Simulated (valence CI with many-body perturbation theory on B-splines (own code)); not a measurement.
**Mo XXXVI: calculated level list**

Method: relativistic CI+MBPT: five valence electrons over a frozen Dirac-Fock core [He], a basis of 9 s, 9 p, 8 d, 6 f, 3 g, 1 h functions for each j, with the one-electron correlation potential Σ1 (screened to all orders), the two-electron term Σ2, the three-electron term Σ3, Breit, model QED; selected single and double excitations, second order for the rest (own B-spline code, finite nucleus).

No measured spectrum was set against this ion. As an estimate, large intervals hold to a few tenths of a per cent, small ones and those within an open d or f shell to about a per cent. Among the levels kept, up to 2000 cm⁻¹ of a level comes from second order outside the variational space, and about a tenth of that is noise between levels of different J, which matters for small intervals.

Levels 46 to 86 of 86, with energies above the lowest level, (2s^2 2p1/2^2 2p3/2) J=3/2. "Leading %" is the weight of the configuration and term that name the level; weights of strongly mixed levels are sums over their largest components and can fall short. In the jj column 3d3/2^4 stands for four electrons in 3d with j = 3/2. Lifetimes count E1, E2, E3, M1 and M2 decay at the calculated energies, and are blank where another channel may lead or the interval is too uncertain; long ones can be off by a factor of two.

| No. | Configuration | Term | J | E (× 10³ cm⁻¹) | Leading % | Lifetime | Leading jj | g |
| --- | --- | --- | --- | --- | --- | --- | --- | --- |
| 46 | 2s²2p²3d | ⁴D | 3/2 | 23432 | 41 | 13.7 fs | 2s^2 2p1/2 2p3/2 3d5/2 (81 %) | 1.173 |
| 47 | 2s²2p²3s | ²S | 1/2 | 23458 | 68 | 32.2 fs | 2s^2 2p3/2^2 3s (91 %) | 1.971 |
| 48 | 2s²2p²3d | ²G | 9/2 | 23469 | 54 | 123 ps | 2s^2 2p1/2 2p3/2 3d5/2 (98 %) | 1.206 |
| 49 | 2s²2p²3d | ⁴D | 5/2 | 23491 | 39 | 6.77 fs | 2s^2 2p1/2 2p3/2 3d3/2 (51 %) | 1.185 |
| 50 | 2s²2p²3d | ⁴P | 3/2 | 23500 | 44 | 5.35 fs | 2s^2 2p1/2 2p3/2 3d3/2 (80 %) | 1.377 |
| 51 | 2s²2p²3d | ⁴P | 1/2 | 23522 | 44 | 5.51 fs | 2s^2 2p1/2 2p3/2 3d3/2 (94 %) | 1.912 |
| 52 | 2s²2p²3d | ²D | 5/2 | 23565 | 59 | 5.04 fs | 2s^2 2p1/2 2p3/2 3d5/2 (81 %) | 1.180 |
| 53 | 2s²2p²3d | ²F | 7/2 | 23588 | 56 | 5.62 fs | 2s^2 2p1/2 2p3/2 3d5/2 (86 %) | 1.094 |
| 54 | 2s²2p²3d | ²D | 3/2 | 23597 | 65 | 7.87 fs | 2s^2 2p1/2 2p3/2 3d5/2 (96 %) | 0.928 |
| 55 | 2s²2p²3d | ²P | 1/2 | 23620 | 68 | 7.57 fs | 2s^2 2p1/2 2p3/2 3d5/2 (90 %) | 1.007 |
| 56 | 2s2p³3p | ⁶P | 3/2 | 23661 | 46 | 334 fs | 2s 2p1/2^2 2p3/2 3p1/2 (85 %) | 1.933 |
| 57 | 2s²2p²3p | ²P° | 3/2 | 23664 | 26 | 1.47 ps | 2s^2 2p3/2^2 3p1/2 (93 %) | 1.399 |
| 58 | 2s2p³3s | ⁴D° | 1/2 | 23675 | 48 | 55.2 fs | 2s 2p1/2^2 2p3/2 3s (88 %) | 0.649 |
| 59 | 2s2p³3p | ⁶P | 5/2 | 23678 | 33 | 102 fs | 2s 2p1/2^2 2p3/2 3p1/2 (81 %) | 1.540 |
| 60 | 2s²2p²3p | ²D° | 5/2 | 23693 | 48 | 3.78 ps | 2s^2 2p3/2^2 3p1/2 (94 %) | 1.181 |
| 61 | 2s2p³3s | ⁴D° | 3/2 | 23700 | 24 | 95.2 fs | 2s 2p1/2^2 2p3/2 3s (89 %) | 1.353 |
| 62 | 2s²2p²3p | ²P° | 1/2 | 23844 | 57 | 2.30 ps | 2s^2 2p3/2^2 3p3/2 (71 %) | 1.043 |
| 63 | 2s²2p²3p | ²D° | 5/2 | 23850 | 53 | 3.87 ps | 2s^2 2p3/2^2 3p3/2 (96 %) | 1.284 |
| 64 | 2s²2p²3p | ⁴D° | 7/2 | 23856 | 52 | 5.08 ps | 2s^2 2p3/2^2 3p3/2 (95 %) | 1.294 |
| 65 | 2s2p³3p | ⁶P | 7/2 | 23907 | 55 | 1.74 ps | 2s 2p1/2^2 2p3/2 3p3/2 (86 %) | 1.553 |
| 66 | 2s²2p²3p | ²P° | 1/2 | 23938 | 84 | 3.32 ps | 2s^2 2p3/2^2 3p1/2 (74 %) | 0.773 |
| 67 | 2s2p³3p | ⁴P | 3/2 | 23959 | 46 | 31.0 fs | 2s 2p1/2^2 2p3/2 3p3/2 (89 %) | 1.640 |
| 68 | 2s2p³3p | ⁴P | 1/2 | 24013 | 44 | 78.8 fs | 2s 2p1/2^2 2p3/2 3p3/2 (52 %) | 1.338 |
| 69 | 2s2p³3p | ⁴P | 5/2 | 24020 | 40 | 31.0 fs | 2s 2p1/2^2 2p3/2 3p3/2 (81 %) | 1.503 |
| 70 | 2s²2p²3p | ²P° | 3/2 | 24058 | 63 | 589 fs | 2s^2 2p3/2^2 3p3/2 (94 %) | 1.291 |
| 71 | 2s2p³3p | ⁴F | 3/2 | 24062 | 33 | 60.6 fs | 2s 2p1/2^2 2p3/2 3p1/2 (92 %) | 0.890 |
| 72 | 2s2p³3s | ⁴D° | 5/2 | 24078 | 49 | 89.3 fs | 2s 2p1/2 2p3/2^2 3s (87 %) | 1.571 |
| 73 | 2s2p³3p | ²P | 1/2 | 24081 | 35 | 17.3 fs | 2s 2p1/2^2 2p3/2 3p1/2 (54 %) | 1.583 |
| 74 | 2s²2p²3p | ²P° | 3/2 | 24144 | 58 | 380 fs | 2s^2 2p3/2^2 3p3/2 (85 %) | 1.309 |
| 75 | 2s2p³3s | ⁴S° | 3/2 | 24190 | 29 | 59.8 fs | 2s 2p1/2 2p3/2^2 3s (81 %) | 1.365 |
| 76 | 2s2p³3s | ⁴D° | 7/2 | 24273 | 94 | 48.0 fs | 2s 2p1/2 2p3/2^2 3s (94 %) | 1.418 |
| 77 | 2s2p³3d | ⁶D° | 5/2 | 24328 | 46 | 102 fs | 2s 2p1/2^2 2p3/2 3d3/2 (82 %) | 1.427 |
| 78 | 2s2p³3p | ⁴F | 5/2 | 24330 | 25 | 42.0 fs | 2s 2p1/2^2 2p3/2 3p3/2 (87 %) | 1.210 |
| 79 | 2s2p³3d | ⁶D° | 3/2 | 24336 | 54 | 60.2 fs | 2s 2p1/2^2 2p3/2 3d3/2 (83 %) | 1.608 |
| 80 | 2s2p³3d | ⁶D° | 7/2 | 24338 | 46 | 797 fs | 2s 2p1/2^2 2p3/2 3d3/2 (61 %) | 1.415 |
| 81 | 2s2p³3d | ⁶D° | 1/2 | 24340 | 57 | 202 fs | 2s 2p1/2^2 2p3/2 3d3/2 (84 %) | 2.802 |
| 82 | 2s²2p²3d | ²F | 7/2 | 24346 | 49 | 139 fs | 2s^2 2p3/2^2 3d5/2 (96 %) | 1.253 |
| 83 | 2s²2p²3d | ²D | 3/2 | 24351 | 41 | 7.66 fs | 2s^2 2p3/2^2 3d3/2 (95 %) | 1.107 |
| 84 | 2s²2p²3d | ²D | 5/2 | 24356 | 28 | 7.91 fs | 2s^2 2p3/2^2 3d3/2 (81 %) | 1.208 |
| 85 | 2s²2p²3d | ²P | 1/2 | 24357 | 69 | 14.3 fs | 2s^2 2p3/2^2 3d3/2 (57 %) | 0.888 |
| 86 | 2s²2p²3d | ⁴F | 9/2 | 24363 | 53 | 122 ps | 2s^2 2p3/2^2 3d5/2 (97 %) | 1.225 |
